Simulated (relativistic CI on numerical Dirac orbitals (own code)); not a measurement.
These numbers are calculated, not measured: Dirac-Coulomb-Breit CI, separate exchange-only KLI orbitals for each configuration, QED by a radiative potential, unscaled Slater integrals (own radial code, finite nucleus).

The strongest absorption lines from the ground level of an ion, among the configurations computed and to levels below about 548 eV (vacuum wavelength in Å, gf): 44.515 (0.2), 47.751 (0.44), 95.682 (4.9), 119.49 (0.44), 140.70 (0.00026).

(1) Which ion is it?
A. Xe XIX
B. Te XVII
C. Ba XXI
D. Nd XXV

## Answers

(1) C. Ba XXI has 36 electrons and the ground level 4s2.4p6 1S_0; the strongest line goes to 4s2.4p5.4d 1P°_1. The pattern of lines fixes the number of electrons, and along that sequence the line energies rise steadily with the charge (about as its square where n changes within one kind of shell, about linearly where n is kept but much faster in heavy ions where fine structure, which grows about as Z⁴, sets the gap, and irregularly where shells cross), which fixes Z. Configurations outside the model, such as inner-shell arrays, can give stronger lines. At this charge energies of transitions that change n are usually good to better than 1 %, and those within a shell (Δn = 0) to a few per cent.

LS names give the leading component of a level, which can be under half, so a name can repeat, a term be missing and a line seem to break the LS rules.
